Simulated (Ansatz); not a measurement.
A run on `Cc1c(F)c(F)c(F)c(F)c1F` with other settings.

```yaml
crystal:
  periodic: [false, false, false]
  atoms:
    - {symbol: C, position_ang: [-1.453510, -2.230240, -0.876642]}
    - {symbol: C, position_ang: [-0.481859, -0.742969, -0.297724]}
    - {symbol: C, position_ang: [-1.077014, 0.871649, -0.505662]}
    - {symbol: F, position_ang: [-2.546936, 1.116330, -1.246810]}
    - {symbol: C, position_ang: [-0.195574, 2.261550, 0.028410]}
    - {symbol: F, position_ang: [-0.804896, 3.784844, -0.196071]}
    - {symbol: C, position_ang: [1.336912, 2.050202, 0.804508]}
    - {symbol: F, position_ang: [2.193737, 3.365810, 1.323302]}
    - {symbol: C, position_ang: [1.968248, 0.455279, 1.035257]}
    - {symbol: F, position_ang: [3.434209, 0.246217, 1.776426]}
    - {symbol: C, position_ang: [1.055126, -0.908119, 0.486444]}
    - {symbol: F, position_ang: [1.695477, -2.425293, 0.727197]}
    - {symbol: H, position_ang: [-2.283557, -2.684209, 0.109797]}
    - {symbol: H, position_ang: [-0.616379, -3.249182, -1.215398]}
    - {symbol: H, position_ang: [-2.223993, -1.911842, -1.953036]}
basis:
  gaussian: {orbitals: cc-pVTZ}
hamiltonian: {xc: {name: r2SCAN}, dispersion: rvv10}
```

```sh
$ ansatz run in.yaml --threads 4 --pin off --events-out ev --progress --plain --max-ram 66560MiB --backend cuda --devices 0, --max-vram 37GiB
```

It prints (some lines left out):

```
Functional definition: r2SCAN+rVV10
2058 factors; their error is unknown
mean field evaluation 1: about -20859.8179 eV, gradient 5.4e1 eV
mean field evaluation 2: about -20820.0528 eV, gradient 1.6e2 eV
mean field evaluation 4: about -20864.1090 eV, gradient 1.5e1 eV
mean field evaluation 8: about -20864.7224 eV, gradient 3.2e-1 eV
mean field evaluation 16: about -20864.6536 eV, gradient 8.0e-3 eV
mean field -20864.65356368 eV, -766.7618758949 hartree, gradient 3.5e-5 eV, S^2 0.000000; 0 other end points of the search recorded, 0 dependent functions left out
reference -20864.65357474 eV, -766.7618763017 hartree; 45, 45 occupied and 357, 357 virtual orbitals, 2058 factors
Total energy: -20864.65357474 eV, -766.7618763017 hartree
```

Hardware: 4 threads of an AMD EPYC 7R13 on a shared host and a share of an NVIDIA H100 80 GB. Wall time 6 s, peak host memory 0.92 GiB.
